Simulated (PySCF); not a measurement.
BrFHNOW, multiplicity 1. Atoms are numbered in the order given.

```xyz
6

W      0.3023    -0.4197    -0.0423
O      1.8249    -0.0917     0.6528
N      0.5395    -0.6821    -1.7565
H      1.1728    -0.7153    -2.5539
F     -0.4230    -1.9857     0.6952
Br    -1.0888     1.5758     0.1858
```

Geometry optimised at B3LYP-D3(BJ)/def2-SVP. The spin state was assumed, not searched. The structure was generated by enumeration; whether it is a known compound was not checked. The def2 effective core potentials stand for the cores of W; spin–orbit coupling is left out.

These are TDA-PBE/def2-SVPD (PySCF) values and carry that method's errors.

Vertical excitations. Gas-phase values at a fixed geometry.

| state | energy (eV) | λ (nm) | f | main pairs |
|---|---|---|---|---|
| S1 | 4.10 | 303 | 0.007 | HOMO→LUMO 87 % |
| S2 | 4.43 | 280 | 0.005 | HOMO−1→LUMO 86 % |
| S3 | 4.57 | 271 | 0.000 | HOMO→LUMO+1 73 %, HOMO−2→LUMO 25 % |
| S4 | 4.77 | 260 | 0.022 | HOMO−2→LUMO 59 %, HOMO→LUMO+1 18 % |
| S5 | 5.01 | 248 | 0.002 | HOMO−1→LUMO+1 61 %, HOMO→LUMO+2 34 % |
| S6 | 5.13 | 242 | 0.010 | HOMO→LUMO+2 41 %, HOMO−1→LUMO+2 18 %, HOMO−1→LUMO+1 13 %, HOMO−3→LUMO 10 % |
| S7 | 5.22 | 238 | 0.001 | HOMO−2→LUMO+1 48 %, HOMO−3→LUMO 30 %, HOMO−1→LUMO+2 9 % |
| S8 | 5.35 | 232 | 0.010 | HOMO−3→LUMO 36 %, HOMO−2→LUMO+1 21 %, HOMO−3→LUMO+1 11 %, HOMO−1→LUMO+2 9 % |
| S9 | 5.49 | 226 | 0.009 | HOMO−2→LUMO+2 42 %, HOMO−1→LUMO+2 38 % |
| S10 | 5.65 | 219 | 0.004 | HOMO→LUMO+3 60 %, HOMO−2→LUMO+2 16 % |
| T1 | 3.65 | 339 | 0 | HOMO→LUMO 95 % |
| T2 | 4.08 | 304 | 0 | HOMO−1→LUMO 84 % |
| T3 | 4.26 | 291 | 0 | HOMO→LUMO+1 69 % |
| T4 | 4.33 | 286 | 0 | HOMO−2→LUMO 85 % |
Triplets are in the Tamm–Dancoff approximation.
